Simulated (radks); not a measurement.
Task: These are the eigenvalues of the occupied orbitals of an atom or ion with whole-number occupations (eV). Method: Dirac Kohn-Sham, PBE, spin-unpolarised, spherical densities, finite nucleus; Fermi nuclear charge, rms radius of each element as measured or else 0.836 A^(1/3) + 0.57 fm; computed with a radial shooting solver on a logarithmic mesh with Libxc functionals.

1s1/2: -18576.05
2s1/2: -3221.749
2p1/2: -3016.909
2p3/2: -2930.350
3s1/2: -1042.939
3p1/2: -968.9180
3p3/2: -951.2925
3d3/2: -831.6860
3d5/2: -827.9901

Which element is it, and in what charge state? The configuration may be excited. Open shells, if any, are shared by 2j + 1.

Result: Z = 40, zirconium, charge +20: Zr20+ in [Ar] 3d2. The list shows which subshells hold electrons but not how many an open one holds; the 1s level, -682.66 hartree, gives Z - s = 37.0 by -(Z - s)^2/2, which with screening and relativity narrows Z to a few neighbours, and the depths of the outer levels then fix element, charge and occupations together.
